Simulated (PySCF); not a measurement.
**Gd⁺ (gadolinium, charge +1) across methods**

[Xe] 4f8 6s1, 6s spin antiparallel (an excited configuration). All numbers are calculated (PySCF 2.14, scalar relativity by spin-free X2C-1e, in cc-pVDZ-X2C (8s7p5d3f1g, 84 functions)).

| method | E (hartree) | mean ε 4f α (eV) | mean ε 6s β (eV) | mean ε 4f β (eV) | Σ⟨r²⟩ (bohr²) | ⟨S²⟩ |
| --- | --- | --- | --- | --- | --- | --- |
| r2SCAN | -11270.56 | -10.687 | -8.894 | -6.059 | 57.34 | 9.763 |
| LDA | -11262.15 | -10.675 | -9.098 | -6.124 | 56.89 | 9.760 |
| UHF | -11266.39620 | -21.049 | -10.460 | -13.700 | 57.94 | 9.764 |
| PBE | -11270.28 | -10.435 | -8.868 | -6.168 | 57.20 | 9.759 |
| PBE0 | -11270.20 | -13.185 | -9.356 | -8.204 | 57.09 | 9.759 |

Spin-orbit coupling, absent here, splits the open shell strongly. With the s spin flipped the determinant is a mixture of two multiplicities, not a spectroscopic state.
